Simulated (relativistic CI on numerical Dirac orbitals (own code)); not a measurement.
**Os²⁺: L2,3 absorption edge**

Computed with this model: Dirac-Coulomb-Breit CI, separate exchange-only KLI orbitals for each configuration, a model potential for QED, valence Slater integrals scaled by 0.7, multiplet model of core-to-valence dipole absorption; configurations [Xe] 4f14 5d6 → [He] 2s2 2p5 3s2 3p6 3d10 4s2 4p6 4d10 4f14 5s2 5p6 5d7; 300 K; Lorentzian 5 eV and Gaussian 1 eV FWHM. Energies are those of the free ion, without screening or charge transfer. The branching ratio is the share of the lower-energy edge in the whole absorption, uncertain by about 0.02 where the edges overlap. S is read from ⟨S²⟩ = S(S + 1).

Field parameters in Wybourne normalisation: D3d B²₀ = −7Dσ, B⁴₀ = −14Dq − 21Dτ, B⁴₃ = −14√(10/7) Dq; Oh B⁴₀ = 21Dq, B⁴₄ = √(5/14) B⁴₀. The field is a parameter set, without covalency.

free ion: ground-state S = 1.86, centroid 11024.88 eV, branching ratio 0.898. Peaks (eV, height): 10870.5 (100), 12385.5 (12).

D3d, 10Dq = 32800, Dσ = -460, Dτ = 470 cm⁻¹: ground-state S = 0.10, centroid 11191.56 eV, branching ratio 0.789. Peaks (eV, height): 10872.0 (100), 12387.5 (26).

Oh, 10Dq = 26850 cm⁻¹: ground-state S = 0.16, centroid 11154.89 eV, branching ratio 0.813. Peaks (eV, height): 10871.5 (100), 12386.5 (23).

Oh, 10Dq = 20350 cm⁻¹: ground-state S = 0.27, centroid 11106.65 eV, branching ratio 0.845. Peaks (eV, height): 10871.0 (100), 12386.0 (18).

The statistical ratio of this edge is 2/3 = 0.667. Values above it arise where the holes sit mainly in the j = l + 1/2 valence subshell or the ground state has high spin; values below it where core-valence Coulomb terms move weight to the upper edge, as in nearly empty shells. At deep edges of heavy elements the radial integrals of the two core levels differ, which raises the baseline.

Strongest unbroadened transitions for D3d, 10Dq = 32800, Dσ = -460, Dτ = 470 cm⁻¹:

```
Energy (eV)  Relative strength
   10871.80                1.3
   10871.82                2.5
   10871.86                2.1
   10871.92                0.3
   10871.94                2.0
   10872.05              100.0
   10872.08               53.8
   10875.46                0.1
   10876.28                0.1
   10877.61                0.1
   10878.17                0.1
   12387.17                1.7
   12387.22                0.1
   12387.23               15.5
   12387.27               26.0
   12390.59                0.1
   12393.43                0.1
   12393.49                0.1
```
